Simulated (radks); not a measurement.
Species: the cerium ion Ce7+. Configuration: [Kr] 4d10 5s2 5p3 (the NIST ground configuration). Method: Dirac Kohn-Sham, PBE, spin-unpolarised, spherical densities, finite nucleus; open shells fill j = l - 1/2 first; Fermi nuclear charge, rms radius 4.8771 fm; computed with a radial shooting solver on a logarithmic mesh with Libxc functionals. Some entries of the table are withheld. Estimate them.

orbital  occ.  eigenvalue (hartree)  r(max) (bohr)
1s1/2       2             -1481.979        0.01574
2s1/2       2             -240.1428        0.08922
2p1/2       2                   (1)            (2)
2p3/2       4                   (3)            (4)
3s1/2       2             -54.48546         0.2548
3p1/2       2                   (5)         0.2416
3p3/2       4                   (6)         0.2530
3d3/2       4             -35.87803         0.2034
3d5/2       6             -35.18552         0.2066
4s1/2       2             -13.74736         0.5922
4p1/2       2             -11.66043         0.6011
4p3/2       4             -10.95667         0.6250
4d3/2       4              -7.51855         0.6438
4d5/2       6              -7.39299         0.6515
5s1/2       2              -4.46372          1.312
5p1/2       2              -3.80619            (7)
5p3/2       1              -3.66339            (8)
4f5/2       0              -3.46778            (9)
4f7/2       0              -3.45185           (10)
6s1/2       0              -2.13466          2.603

Answer. 
(1) 2p1/2 eigenvalue (hartree): -226.9318
(2) 2p1/2 r(max) (bohr): 0.06798
(3) 2p3/2 eigenvalue (hartree): -210.5207
(4) 2p3/2 r(max) (bohr): 0.07324
(5) 3p1/2 eigenvalue (hartree): -48.88979
(6) 3p3/2 eigenvalue (hartree): -45.66399
(7) 5p1/2 r(max) (bohr): 1.401
(8) 5p3/2 r(max) (bohr): 1.451
(9) 4f5/2 r(max) (bohr): 0.6724
(10) 4f7/2 r(max) (bohr): 0.6760
